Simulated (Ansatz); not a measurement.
A nudged elastic band was laid between two geometries of Cl3H4NOTi (10 atoms, charge 0, multiplicity 1).

These are results of RKS PBE0/def2-SVP in Ansatz, not measurements.

- movable images: 5
- climbing image: yes
- spring: 5.0 eV/Å²
- optimiser: quadratic models (default)
- start path: through a guess of the saddle point
- force threshold: 0.03 eV/Å
- iteration limit: 60
- end points: relaxed

Initial state:

```xyz
10
Properties=species:S:1:pos:R:3
Ti -0.059 -0.109 0.321
N -0.063 0.323 2.097
H -0.469 1.169 2.488
H 0.354 -0.288 2.794
Cl 1.923 0.065 -0.721
Cl -1.099 1.673 -0.393
Cl -1.470 -1.743 -0.294
O 1.022 -1.928 1.220
H 1.857 -1.954 0.728
H 0.494 -2.676 0.901
```

Final state:

```xyz
10
Properties=species:S:1:pos:R:3
Ti 0.041 -0.621 0.078
N 0.627 0.123 2.133
H -0.107 -0.099 2.807
H 0.779 1.132 2.148
Cl 2.032 0.207 -0.474
Cl -1.697 0.727 0.410
Cl -0.534 -1.479 -1.882
O 0.041 -2.153 0.973
H -0.182 -2.973 0.513
H 1.489 -0.333 2.434
```

Task: Which bonds break or form, and what moves?

Result: Bonds broken: O8–H10. Bonds formed: N2–H10.

Task: What energy profile does the band end with?

Result: The forces met the threshold. The highest image is number 2 of 0 to 6, 14.0 kcal/mol above the first end and 32.3 kcal/mol above the last; the last end lies 18.3 kcal/mol below the first. A vibrational analysis at the climbing image gives one clearly imaginary mode, 766i cm⁻¹: a first-order saddle point. The orbitals stay closed-shell, which can raise the energy where a bond breaks towards radicals; this wasn't checked here.

```json
{"image": "0", "path coordinate (Å)": "0.00", "energy (kcal/mol)": "0.0", "O8–H10 (Å)": "0.97", "N2–H10 (Å)": "3.28"}
{"image": "1", "path coordinate (Å)": "1.67", "energy (kcal/mol)": "4.5", "O8–H10 (Å)": "0.97", "N2–H10 (Å)": "2.45"}
{"image": "2", "path coordinate (Å)": "3.35", "energy (kcal/mol)": "14.0", "O8–H10 (Å)": "1.11", "N2–H10 (Å)": "1.40"}
{"image": "3", "path coordinate (Å)": "4.18", "energy (kcal/mol)": "-7.8", "O8–H10 (Å)": "1.81", "N2–H10 (Å)": "1.03"}
{"image": "4", "path coordinate (Å)": "5.01", "energy (kcal/mol)": "-14.4", "O8–H10 (Å)": "2.18", "N2–H10 (Å)": "1.02"}
{"image": "5", "path coordinate (Å)": "5.84", "energy (kcal/mol)": "-17.7", "O8–H10 (Å)": "2.44", "N2–H10 (Å)": "1.02"}
{"image": "6", "path coordinate (Å)": "6.67", "energy (kcal/mol)": "-18.3", "O8–H10 (Å)": "2.75", "N2–H10 (Å)": "1.02"}
```

Task: What is the geometry of the highest image?

Result: 
```xyz
10
Properties=species:S:1:pos:R:3
Ti 0.156 -0.279 0.120
N 0.229 -0.058 2.147
H -0.661 0.220 2.561
H 0.921 0.643 2.421
Cl 1.966 0.447 -0.822
Cl -1.236 1.426 -0.021
Cl -1.013 -1.699 -1.114
O 0.939 -1.963 1.037
H 0.540 -2.827 0.876
H 0.648 -1.378 1.934
```

Task: What are the harmonic wavenumbers there?

Result: 766i, 49, 102, 140, 153, 176, 196, 212, 367, 390, 438, 455, 498, 572, 664, 693, 731, 856, 1413, 1515, 1992, 3525, 3623, 3892 cm⁻¹.

Run time: 7.9 min on 4 threads of Arm Neoverse V1, with other jobs on the host, peak memory 0.43 GiB.
